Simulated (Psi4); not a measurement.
Internal rotation in SMILES C[SiH2][SiH2][SeH] (CH₈SeSi₂). Scanned: dihedral C1–Si2–Si3–Se4; all other coordinates were relaxed at GFN2-xTB. GFN2-xTB can order the conformers of Si and Ge chains otherwise than DFT does. Points at φ and −φ are mirror images. Heavy atoms are numbered in the order of the SMILES C[SiH2][SiH2][SeH], hydrogens after them in the order of the atoms that carry them; the mirror image has the same energies with the sign of each dihedral reversed.

Methods: PBE/def2-TZVP // GFN2-xTB (Psi4); PBE0-D3(BJ)/def2-TZVP // GFN2-xTB (Psi4); HF/cc-pVTZ // GFN2-xTB (Psi4); MP2/cc-pVTZ = Psi4 1.11 with DF-MP2 (frozen core)/cc-pVTZ // GFN2-xTB.

Energies relative to the lowest point of each profile, in kcal/mol:

```tsv
φ / °	PBE/def2-TZVP	PBE0-D3(BJ)/def2-TZVP	HF/cc-pVTZ
-140	0.65	0.86	0.73
-100	0.47	0.64	0.45
-80	0.15	0.26	0.11
-60	0.00	0.00	0.00
-40	0.16	0.05	0.31
-20	0.42	0.25	0.65
0	0.50	0.29	0.74
20	0.42	0.25	0.65
60	0.00	0.00	0.00
80	0.15	0.26	0.11
120	0.66	0.87	0.71
160	0.51	0.71	0.60
```

Estimate the MP2/cc-pVTZ values at these points.

-140: 1.00; -100: 0.75; -80: 0.32; -60: 0.00; -40: 0.00; -20: 0.21; 0: 0.25; 20: 0.21; 60: 0.00; 80: 0.32; 120: 1.02; 160: 0.81 (kcal/mol).
